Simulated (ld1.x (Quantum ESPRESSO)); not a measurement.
O RRKJ: all-electron and pseudo phase curves

ld1.x (Quantum ESPRESSO) 7.5 input, shortened:

```
&input
   title='O', zed=8., rel=1, dft='PZ', iswitch=3,
   config='[He] 2s2 2p2'
 /
 &inputp
   pseudotype=2, tm=.false., lloc=0,
   nlcc=.false.
 /
2
2P  2  1   2.00   0.00  1.75  1.75  0.0
1S  1  0   2.00   0.00  0.30  0.30  0.0
 &test
   configts(1)='1s2 2s2 2p2'
 /
```

Occupied shells without a wave of their own: 2s. They enter only through the test configuration that unscreens the potential.

The phase is arctan(r·u′/u) with u = r·R(r), unwrapped; energies in Ry, scanned from -43 to 5 Ry. A pole is an energy at which the radial function vanishes at the test radius. The pseudo phase is shifted by a multiple of π to meet the all-electron one at the reference energy, and phase errors are pseudo minus all-electron; the curves can meet again beyond the range given. Levels narrower than the energy grid can be missing from the lists of poles.

Task: For each channel, where are the poles, and over which energies does the pseudopotential scatter like the atom?

Result:

```json
{"channel": "s", "radius (bohr)": "1.90", "reference energy (Ry)": "-40.71", "poles, all-electron": "-3.79", "poles, pseudo": "-3.71", "unbroken range about the reference energy with phases within 0.05 rad": "below -5.0", "phase error 1 Ry above the reference energy (rad)": "+0.000"}
{"channel": "p", "radius (bohr)": "1.90", "reference energy (Ry)": "-3.19", "poles, all-electron": "-2.74", "poles, pseudo": "-2.73", "unbroken range about the reference energy with phases within 0.05 rad": "below -0.6", "phase error 1 Ry above the reference energy (rad)": "+0.006"}
```

A Bessel basis up to 400 Ry misses an occupied level by 1.62 Ry, so cutoffs and ghosts were not judged. The potential misses its own reference levels by up to 0.8 eV.

Phases in the s channel:

```
E (Ry)  all-electron  pseudo
-43.00         1.488   1.488
-41.80         1.486   1.486
-40.60         1.485   1.485
-39.40         1.484   1.484
-38.20         1.482   1.482
-37.00         1.481   1.481
-35.80         1.479   1.479
-34.60         1.477   1.477
-33.40         1.476   1.476
-32.20         1.474   1.474
-31.00         1.472   1.472
-29.80         1.469   1.469
-28.60         1.467   1.467
-27.40         1.464   1.464
-26.20         1.462   1.462
-25.00         1.459   1.459
-23.80         1.456   1.456
-22.60         1.452   1.452
-21.40         1.448   1.448
-20.20         1.444   1.444
-19.00         1.440   1.440
-17.80         1.434   1.434
-16.60         1.429   1.429
-15.40         1.422   1.422
-14.20         1.414   1.414
-13.00         1.405   1.405
-11.80         1.393   1.393
-10.60         1.379   1.379
 -9.40         1.360   1.360
 -8.20         1.334   1.334
 -7.00         1.290   1.290
 -5.80         1.186   1.189
 -4.60        -0.099   0.111
 -3.40        -1.672  -1.655
 -2.20        -1.828  -1.817
 -1.00        -1.986  -1.969
  0.20        -2.349  -2.304
  1.40        -3.508  -3.403
  2.60        -4.290  -4.258
  3.80        -4.519  -4.506
  5.00        -4.623  -4.615
```
